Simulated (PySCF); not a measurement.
## Dy⁺: interval between two levels

Dy⁺ [Xe] 4f10 6s1 [6I17/2, M_J = 17/2] → Dy⁺ [Xe] 4f10 6p1 [6K19/2, M_J = 19/2], as a difference of total energies. All numbers are calculated (PySCF 2.14, the two-component X2C-1e Hamiltonian, in x2c-SVPall-2c with one added diffuse shell each of s, p, d, f type (8s11p10d4f1g, 128 functions)). Correlated levels: [Ar] 3d10 frozen; the 16 highest virtual spinors dropped. "Screened" scales the spin-orbit matrix elements by Boettger's factors to mimic the two-electron term; Breit and QED terms are absent.

```
                    method  interval between two levels (cm⁻¹)
 GHF (screened spin-orbit)                               25894
GMP2 (screened spin-orbit)                               28706
```

The labels give the starting determinants; with spin-orbit coupling the two ends relaxed to ⟨J²⟩ = 80.76, ⟨L²⟩ = 42.73, ⟨S²⟩ = 8.61 and ⟨J²⟩ = 99.76, ⟨L²⟩ = 56.84, ⟨S²⟩ = 8.60.
